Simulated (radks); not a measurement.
Task: Radial electron density D(r) = 4 pi r^2 rho(r) of an atom or ion with 0.8 electrons. All-electron calculation, scalar-relativistic Kohn-Sham, LDA (Slater exchange, Perdew-Wang correlation), spin-unpolarised, spherical densities, point nucleus. Program: a radial shooting solver on a logarithmic mesh with Libxc functionals.

| r (bohr) | D(r) (e/bohr) |
|---|---|
| 0.05848 | 0.009203 |
| 0.06808 | 0.01223 |
| 0.07925 | 0.01621 |
| 0.09226 | 0.02141 |
| 0.1083 | 0.02855 |
| 0.126 | 0.03733 |
| 0.1467 | 0.04853 |
| 0.1708 | 0.06266 |
| 0.1989 | 0.08027 |
| 0.2315 | 0.1019 |
| 0.2695 | 0.1279 |
| 0.3138 | 0.1586 |
| 0.3653 | 0.1938 |
| 0.4286 | 0.2350 |
| 0.499 | 0.2766 |
| 0.5809 | 0.3182 |
| 0.6763 | 0.3567 |
| 0.7873 | 0.3878 |
| 0.9166 | 0.4072 |
| 1.067 | 0.4108 |
| 1.242 | 0.3956 |
| 1.446 | 0.3612 |
| 1.697 | 0.3070 |
| 1.976 | 0.2445 |
| 2.3 | 0.1792 |
| 2.677 | 0.1193 |
| 3.117 | 0.07103 |
| 3.629 | 0.03716 |
| 4.224 | 0.01675 |
| 4.918 | 0.006356 |
| 5.725 | 0.001981 |

What is the nuclear charge?

Result: Z = 1. The innermost maximum, from 1s, lies near gamma/Z bohr with gamma = sqrt(1 - (Z/c)^2) = 1.000, here 1 bohr (found: 1.02), and its height grows with Z. The density is that of the hydrogen ion H0.2+ in 1s0.8; the configuration itself is not fixed sharply by these data. D(r) has 1 maximum, at r = 1.02 bohr.
